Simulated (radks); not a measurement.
The numbers below are computed, except where a source is named.
Pm IV, 58 electrons, occupied as [Kr] 4d10 4f(5/2: 5, 7/2: 0) 5s1 5p6 (not the ground configuration). Level of theory: Dirac Kohn-Sham, PBE, spin-unpolarised, spherical densities, finite nucleus; Fermi nuclear charge, rms radius 4.962 fm (a radial shooting solver on a logarithmic mesh with Libxc functionals).

Normalised radial functions P(r) = r R(r) (large component), r in bohr:

| r | 4d5/2 | 5s1/2 | 5p1/2 |
|---|---|---|---|
| 0.001092 | 0.0000 | 0.0417 | 0.0027 |
| 0.001444 | 0.0000 | 0.0524 | 0.0038 |
| 0.001896 | 0.0000 | 0.0648 | 0.0053 |
| 0.002508 | 0.0001 | 0.0798 | 0.0076 |
| 0.003319 | 0.0002 | 0.0969 | 0.0111 |
| 0.004391 | 0.0003 | 0.1153 | 0.0163 |
| 0.00581 | 0.0008 | 0.1335 | 0.0242 |
| 0.007626 | 0.0016 | 0.1480 | 0.0354 |
| 0.01009 | 0.0036 | 0.1553 | 0.0523 |
| 0.01335 | 0.0077 | 0.1482 | 0.0761 |
| 0.01767 | 0.0161 | 0.1185 | 0.1079 |
| 0.02337 | 0.0331 | 0.0593 | 0.1468 |
| 0.03068 | 0.0645 | -0.0276 | 0.1863 |
| 0.04059 | 0.1226 | -0.1348 | 0.2163 |
| 0.05371 | 0.2196 | -0.2252 | 0.2133 |
| 0.07107 | 0.3644 | -0.2427 | 0.1503 |
| 0.09328 | 0.5404 | -0.1399 | 0.0173 |
| 0.1234 | 0.7062 | 0.0839 | -0.1667 |
| 0.1633 | 0.7494 | 0.3106 | -0.3063 |
| 0.2161 | 0.5374 | 0.3373 | -0.2710 |
| 0.2859 | 0.0141 | 0.0471 | -0.0047 |
| 0.3753 | -0.6601 | -0.3707 | 0.3384 |
| 0.4965 | -1.2069 | -0.5281 | 0.4772 |
| 0.657 | -1.3165 | -0.1508 | 0.1931 |
| 0.8692 | -1.0023 | 0.5170 | -0.3694 |
| 1.15 | -0.5465 | 0.9593 | -0.8280 |
| 1.51 | -0.2157 | 0.9226 | -0.9158 |
| 1.997 | -0.0544 | 0.5654 | -0.6673 |
| 2.643 | -0.0080 | 0.2205 | -0.3257 |
| 3.497 | -0.0006 | 0.0515 | -0.1021 |
| 4.627 | 0.0000 | 0.0062 | -0.0181 |

4d5/2: eigenvalue -147.98 eV, 1 radial node at r = 0.288 bohr, <r> = 0.693 bohr, 90 % of the charge inside 1.04 bohr. 5s1/2: eigenvalue -68.288 eV, 4 radial nodes at r = 0.0284, 0.112, 0.295, 0.702 bohr, <r> = 1.42 bohr, 90 % of the charge inside 2.03 bohr. 5p1/2: eigenvalue -50.911 eV, 3 radial nodes at r = 0.0959, 0.287, 0.728 bohr, <r> = 1.58 bohr, 90 % of the charge inside 2.28 bohr.
